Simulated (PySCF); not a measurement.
AlGeH$_{3}$O$_{2}$, CH$_{6}$BGeN, B$_{2}$GeH$_{6}$N, ClGe$_{2}$H$_{4}$N and others (calculated)

Computed with PySCF 2.14.0. Calculation on a computer-drawn molecule: the log of a Hartree-Fock and frozen-core CCSD(T) single point meant for a local Hartree-Fock minimum, with one planted fault or none, to be diagnosed. Offsets are logged minus clean, where the clean run is the same molecule without the fault. The reference is restricted for singlets and unrestricted otherwise, and also for a bond in bohr or an excited solution. Adding or removing an electron swaps singlet and doublet. The excited solution moves the top pair (singlet) or top alpha electron (doublet) to the lowest empty orbital. Highest occupied and lowest empty are orbital energies over both spins, largest force is the largest gradient component, triples share is (T) over the correlation energy, the T1 limit is 0.02 restricted and 0.045 unrestricted, electrons count all cores, a negative frequency is imaginary (commonest isotopes), and the dipole is about the centre of nuclear charge; on germanium a core potential holds 10 electrons, which the energies leave out, and 3d is frozen in MP2 and coupled-cluster steps.

Common to all runs: meant basis and core potential on germanium cc-pVDZ-PP ECP10MDF; logged SCF converged yes; logged CC converged yes; logged SCF stable within its kind yes; possible faults no fault, one electron removed, one electron added, multiplicity raised by two, geometry at a saddle point, SCF held on an excited solution, minimal basis STO-3G, one bond length entered in bohr, all coordinates scaled.

(1) AlGeH$_{3}$O$_{2}$

Logged structure:
```xyz
7
AlGeH3O2
O      2.1409    -0.5983    -2.3303
Al    -0.7500    -1.5075    -1.3333
O     -1.2329    -1.0354     0.1980
Ge    -1.4531    -0.3680     1.8258
H      2.5554    -0.7834    -3.1557
H     -1.6848    -2.3799    -2.2425
H     -2.0829     1.0326     1.3692
```

* meant charge: 0
* meant multiplicity: 1
* meant basis: cc-pV(D+d)Z
* logged electrons: 64
* logged basis functions: 89
* logged spin squared: 0.9541
* logged highest occupied: -7.5328 eV
* logged lowest empty: 1.0253 eV
* logged largest force: 0.02147 hartree/bohr
* logged T1 diagnostic: 0.04262
* logged D1 diagnostic: 0.24645
* logged triples share: 0.0247
* logged dipole magnitude: 1.4811 debye
* logged energy HF: -686.7389 hartree
* logged energy CCSD(T): -687.25909 hartree
* planted fault: one bond length entered in bohr, row 1 of the drawn bonds
* HF energy offset from clean run: 94.93 kcal/mol
* CCSD(T) energy offset from clean run: 115.7 kcal/mol

Drawn bonds:
```
atom  other atom  order
   1           2      1
   2           3      1
   3           4      1
   1           5      1
   2           6      1
   4           7      1
```

(2) CH$_{6}$BGeN

Logged structure:
```xyz
10
CH6BGeN
B     -2.7272     0.2148    -0.4360
C     -1.5972     0.7012    -1.0559
N     -0.7108     0.3307    -2.0996
Ge    -0.4708     3.6099     0.9836
H     -3.6639    -0.1020     0.1993
H     -1.0646    -0.4451    -2.6295
H     -0.5629     1.0903    -2.7417
H     -0.3017     4.8213     0.0527
H     -1.5184     3.9443     2.0518
H      0.8765     3.3154     1.6496
```

* meant charge: 0
* meant multiplicity: 1
* meant basis: cc-pVDZ
* logged electrons: 56
* logged basis functions: 95
* logged spin squared: 1.089
* logged highest occupied: -7.956 eV
* logged lowest empty: 1.3275 eV
* logged largest force: 0.044407 hartree/bohr
* logged T1 diagnostic: 0.033701
* logged D1 diagnostic: 0.1452
* logged triples share: 0.032087
* logged dipole magnitude: 2.521 debye
* logged energy HF: -413.70694 hartree
* logged energy CCSD(T): -414.23599 hartree
* planted fault: one bond length entered in bohr, row 3 of the drawn bonds
* HF energy offset from clean run: 49.97 kcal/mol
* CCSD(T) energy offset from clean run: 61.66 kcal/mol

Drawn bonds:
```
atom  other atom  order
   1           2      2
   2           3      1
   2           4      1
   1           5      1
   3           6      1
   3           7      1
   4           8      1
   4           9      1
   4          10      1
```

(3) B$_{2}$GeH$_{6}$N

Logged structure:
```xyz
10
B2GeH6N
B     -0.3246    -1.5786    -0.4324
Ge    -0.0609    -0.5215     1.2677
B     -0.5175     1.4184     1.5927
N      0.5668    -1.4507     2.7026
H     -0.0389    -2.7405    -0.5001
H     -0.7700    -1.0186    -1.3927
H     -0.3401     1.9351     2.6593
H     -0.9682     2.0609     0.6881
H      1.0505    -2.3157     2.5514
H      0.9631    -0.9489     3.4748
```

* meant charge: 0
* meant multiplicity: 2
* meant basis: cc-pVDZ
* logged electrons: 55
* logged basis functions: 95
* logged spin squared: 3.7894
* logged highest occupied: -6.9846 eV
* logged lowest empty: -2.0599 eV
* logged largest force: 0.042851 hartree/bohr
* logged T1 diagnostic: 0.021
* logged D1 diagnostic: 0.078059
* logged triples share: 0.031379
* logged dipole magnitude: 3.2421 debye
* logged energy HF: -400.51251 hartree
* logged energy CCSD(T): -400.99998 hartree
* planted fault: multiplicity raised by two
* HF energy offset from clean run: 76.2 kcal/mol
* CCSD(T) energy offset from clean run: 77.37 kcal/mol

Drawn bonds:
```
atom  other atom  order
   1           2      1
   2           3      1
   2           4      1
   1           5      1
   1           6      1
   3           7      1
   3           8      1
   4           9      1
   4          10      1
```

(4) ClGe$_{2}$H$_{4}$N

Logged structure:
```xyz
8
ClGe2H4N
Cl    -0.0862     1.4657     1.7875
Ge     1.4932    -2.1516     0.7891
N      0.7503    -3.3771    -0.0411
Ge    -0.9298    -3.5492    -0.7642
H      2.9033    -2.1669     1.3252
H     -1.6081    -4.7573    -0.1105
H     -0.7776    -3.7996    -2.2678
H     -1.8024    -2.3033    -0.5469
```

- meant charge: 0
- meant multiplicity: 1
- meant basis: cc-pV(D+d)Z
- logged electrons: 92
- logged basis functions: 103
- logged spin squared: 1.0398
- logged highest occupied: -9.0206 eV
- logged lowest empty: -0.91102 eV
- logged largest force: 0.042359 hartree/bohr
- logged T1 diagnostic: 0.032598
- logged D1 diagnostic: 0.13648
- logged triples share: 0.031744
- logged dipole magnitude: 1.3241 debye
- logged energy HF: -1102.92532 hartree
- logged energy CCSD(T): -1103.4587 hartree
- planted fault: one bond length entered in bohr, row 1 of the drawn bonds
- HF energy offset from clean run: 61.43 kcal/mol
- CCSD(T) energy offset from clean run: 78.46 kcal/mol

Drawn bonds:
```
atom  other atom  order
   1           2      1
   2           3      2
   3           4      1
   2           5      1
   4           6      1
   4           7      1
   4           8      1
```

(5) B$_{2}$GeH$_{6}$N

Logged structure:
```xyz
10
B2GeH6N
B     -3.1561     2.5474    -0.4120
N     -2.1064     1.5636    -0.5958
Ge    -0.4688     1.9256    -1.1425
B      0.9798     0.4323    -1.3778
H     -2.8976     3.6887    -0.6467
H     -4.2213     2.1749    -0.0376
H     -2.3398     0.6057    -0.3938
H     -0.2808     3.4048    -1.4023
H      1.0568    -0.0913    -2.4409
H      1.6648     0.1830    -0.4402
```

* meant charge: 1
* meant multiplicity: 1
* meant basis: cc-pVDZ
* logged electrons: 54
* logged basis functions: 95
* logged spin squared: 2.0103
* logged highest occupied: -12.38 eV
* logged lowest empty: -8.8305 eV
* logged largest force: 0.064162 hartree/bohr
* logged T1 diagnostic: 0.02993
* logged D1 diagnostic: 0.15972
* logged triples share: 0.031367
* logged dipole magnitude: 5.6026 debye
* logged energy HF: -400.26824 hartree
* logged energy CCSD(T): -400.73227 hartree
* planted fault: multiplicity raised by two
* HF energy offset from clean run: 109.8 kcal/mol
* CCSD(T) energy offset from clean run: 111.6 kcal/mol

Drawn bonds:
```
atom  other atom  order
   1           2      1
   2           3      1
   3           4      1
   1           5      1
   1           6      1
   2           7      1
   3           8      1
   4           9      1
   4          10      1
```

(6) B$_{2}$GeH$_{5}$O

Logged structure:
```xyz
9
B2GeH5O
B      0.7494    -0.3168    -2.2678
B     -0.1917     0.6510    -1.4455
Ge     0.9131     1.7675    -0.0920
O      2.5909     1.1787    -0.3899
H      1.4943    -1.0204    -2.8546
H     -1.3780     0.7557    -1.5569
H      0.8880     3.2877    -0.3282
H      0.5720     1.5195     1.3877
H      3.2739     1.5705     0.1339
```

- meant charge: 0
- meant multiplicity: 2
- meant basis: cc-pVDZ
- logged electrons: 55
- logged basis functions: 90
- logged spin squared: 3.7701
- logged highest occupied: -6.8044 eV
- logged lowest empty: -1.8122 eV
- logged largest force: 0.052306 hartree/bohr
- logged T1 diagnostic: 0.020984
- logged D1 diagnostic: 0.089942
- logged triples share: 0.027093
- logged dipole magnitude: 3.7411 debye
- logged energy HF: -420.31688 hartree
- logged energy CCSD(T): -420.80017 hartree
- planted fault: multiplicity raised by two
- HF energy offset from clean run: 88.61 kcal/mol
- CCSD(T) energy offset from clean run: 92.13 kcal/mol

Drawn bonds:
```
atom  other atom  order
   1           2      1
   2           3      1
   3           4      1
   1           5      1
   2           6      1
   3           7      1
   3           8      1
   4           9      1
```

(7) BGeH$_{3}$O$_{2}$

Logged structure:
```xyz
7
BGeH3O2
O      1.0366     2.8093     0.3949
B      1.2374     1.6424     0.3305
Ge     1.5734    -0.4024     0.2416
O      0.7017    -1.0692    -1.1525
H      1.0852    -1.0323     1.5432
H      3.0412    -0.6783    -0.0282
H     -0.2423    -1.0063    -1.1226
```

- meant charge: 0
- meant multiplicity: 1
- meant basis: cc-pVDZ
- logged electrons: 56
- logged basis functions: 80
- logged spin squared: 2.0142
- logged highest occupied: -4.9672 eV
- logged lowest empty: -1.2653 eV
- logged largest force: 0.12063 hartree/bohr
- logged T1 diagnostic: 0.047178
- logged D1 diagnostic: 0.28738
- logged triples share: 0.034352
- logged dipole magnitude: 6.1202 debye
- logged energy HF: -469.391 hartree
- logged energy CCSD(T): -469.95571 hartree
- planted fault: multiplicity raised by two
- HF energy offset from clean run: 135.7 kcal/mol
- CCSD(T) energy offset from clean run: 147.6 kcal/mol

Drawn bonds:
```
atom  other atom  order
   1           2      2
   2           3      1
   3           4      1
   3           5      1
   3           6      1
   4           7      1
```

Notes: T1 above single-reference limit.

(8) CH$_{4}$ClGeO

Logged structure:
```xyz
8
CH4ClGeO
C      0.7969     0.8374     1.9323
O      0.6463     1.7300     0.8597
Ge    -0.8122     1.8338    -0.1332
Cl    -0.6177     3.7043    -1.2086
H      1.6906     1.1270     2.4838
H     -0.0556     0.8713     2.6189
H      0.9251    -0.1921     1.5858
H     -2.0561     1.9264     0.7789
```

- meant charge: 0
- meant multiplicity: 2
- meant basis: cc-pV(D+d)Z
- logged electrons: 66
- logged basis functions: 94
- logged spin squared: 0
- logged highest occupied: -17.742 eV
- logged lowest empty: -7.6974 eV
- logged largest force: 0.079511 hartree/bohr
- logged T1 diagnostic: 0.026714
- logged D1 diagnostic: 0.12178
- logged triples share: 0.032561
- logged dipole magnitude: 4.7142 debye
- logged energy HF: -867.64579 hartree
- logged energy CCSD(T): -868.26199 hartree
- planted fault: one electron removed
- HF energy offset from clean run: 199.9 kcal/mol
- CCSD(T) energy offset from clean run: 189.6 kcal/mol

Drawn bonds:
```
atom  other atom  order
   1           2      1
   2           3      1
   3           4      1
   1           5      1
   1           6      1
   1           7      1
   3           8      1
```

Notes: T1 above single-reference limit.
